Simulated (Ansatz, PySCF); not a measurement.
Molecule: sum formula SiClF (charge -1, doublet). 
Structure (B3LYP-D3(BJ)/def2-TZVP (Ansatz, an electronic-structure program) minimum search):
```
Si
F 1 1.6849
Cl 1 2.2893 2 97.61
```
Charge -1, spin multiplicity 2.

Total electronic energies in hartree. Valence correlation only, unless marked. UHF or UKS for open shells. No spin-orbit coupling. No relativistic terms. CBS marks a two-point X^-3 extrapolation of the correlation energy; Hartree-Fock from the larger set. [CCSD(T)-MP2]/basis is that difference in the basis named.

```csv
level,program,energy (Eh)
HF-D4/def2-TZVPD,PySCF + dftd4,-848.04709
RI-HF/cc-pV(T+d)Z,Ansatz,-848.03917
RI-HF/aug-cc-pV(Q+d)Z,Ansatz,-848.06219
SVWN5/def2-TZVPD,Ansatz,-846.45916
SVWN5/def2-TZVPD,PySCF,-846.45920
PBE-D4/def2-TZVPD,Ansatz + dftd4,-849.29258
revPBE-D3(BJ)/def2-TZVPD,Ansatz + dftd3,-849.54294
BP86/def2-TZVPD,PySCF,-849.78978
r2SCAN/def2-TZVPD,Ansatz,-849.61771
B2PLYP/def2-TZVPD,Ansatz,-849.41475
MP2/cc-pVTZ,Ansatz,-848.57476
"RI-MP2/CBS(aug-cc-pV(T+d)Z,aug-cc-pV(Q+d)Z)",Ansatz,-848.6967
CCSD/cc-pVTZ,Ansatz,-848.60101
CCSD(T)/cc-pV(D+d)Z,Ansatz,-848.40177
"RI-MP2/CBS(aug-cc-pV(T+d)Z,aug-cc-pV(Q+d)Z)+[CCSD(T)-MP2]/aug-cc-pV(T+d)Z",Ansatz,-848.7457
```

Totals of different functionals don't rank their quality; only differences between species are comparable.
